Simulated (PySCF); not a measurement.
# One molecule, several mistakes: AlClH

All numbers below are calculated, not measured. The program is PySCF 2.14.0, an open-source quantum chemistry code, run on an isolated molecule that a program drew, which may never have been made. The molecule is AlClH (charge 0, doublet), drawn as the SMILES string `[AlH][Cl]`.

Each row is a Hartree-Fock (HF) and frozen-core CCSD(T) single point in the cc-pV(D+d)Z basis, meant for a local HF minimum. Run 1 is clean. Each other run has one planted mistake out of seven kinds, and not every kind appears here: one electron removed, one electron added, multiplicity raised by two, geometry at a saddle point, minimal basis STO-3G, one bond length entered in bohr, all coordinates scaled. The reference is restricted for singlets and unrestricted otherwise, and also for a bond in bohr. Adding or removing an electron swaps singlet and doublet. Electrons count all cores. HOMO and LUMO are orbital energies over both spins, the gradient is its largest component, and the lowest frequency (negative if imaginary) is given only where the gradient is small. Bond lengths are over the 2 bonds as drawn. T1 is the CCSD diagnostic: over 0.02 (restricted) or 0.045 (unrestricted) a single reference is doubtful.

Geometry of the clean run:
```xyz
3
AlClH, angstrom
Al   -0.8144    1.2443    0.6852
Cl   -2.0581    2.5107    1.8654
H     0.6614    1.7676    0.4309
```

| run | electrons | basis functions | <S^2> | HOMO (eV) | LUMO (eV) | gradient (hartree/bohr) | lowest frequency (cm^-1) | mean bond (Å) | longest bond (Å) | T1 | HF (hartree) | CCSD(T) (hartree) | mistake |
|---|---|---|---|---|---|---|---|---|---|---|---|---|---|
| 1 | 31 | 51 | 0.756 | -8.78 | 0.62 | 8.8e-06 | 506 | 1.8589 | 2.131 | 0.0144 | -702.04202 | -702.25453 | no fault |
| 2 | 31 | 51 | 3.753 | -6.74 | -3.23 | 6.8e-02 | - | 1.8589 | 2.131 | 0.0501 | -701.85768 | -702.05142 | multiplicity raised by two |
| 3 | 31 | 19 | 0.759 | -5.94 | 5.99 | 3.3e-02 | - | 1.8589 | 2.131 | 0.0105 | -694.19948 | -694.23223 | minimal basis STO-3G |
| 4 | 32 | 51 | 0.000 | -0.61 | 6.48 | 5.5e-02 | - | 1.8589 | 2.131 | 0.0130 | -702.03910 | -702.28105 | one electron added |
| 5 | 31 | 51 | 0.760 | -9.11 | 0.30 | 2.4e-02 | - | 1.9742 | 2.264 | 0.0160 | -702.03594 | -702.24911 | ? |
| 6 | 30 | 51 | 0.000 | -18.24 | -7.63 | 5.3e-02 | - | 1.8589 | 2.131 | 0.0208 | -701.73972 | -701.95570 | ? |

**Which mistake was planted in run 5, and what did it cost?**

The mean and the longest bond both change by the same factor, 1.062, and the gradient is no longer small. So the mistake is: all coordinates scaled. Subtracting run 1 and multiplying by 627.51 kcal/mol a hartree, the energy moved by 3.8 kcal/mol in HF and 3.4 kcal/mol in CCSD(T).

**Which mistake was planted in run 6, and what did it cost?**

It counts 30 electrons, one fewer than the clean run, at the same geometry and basis. So the mistake is: one electron removed. Subtracting run 1 and multiplying by 627.51 kcal/mol a hartree, the energy moved by 189.7 kcal/mol in HF and 187.5 kcal/mol in CCSD(T).

Cautions from the logs. Run 2: T1 is over the limit, so its CCSD(T) energy is less reliable; run 6: T1 is over the limit, so its CCSD(T) energy is less reliable.
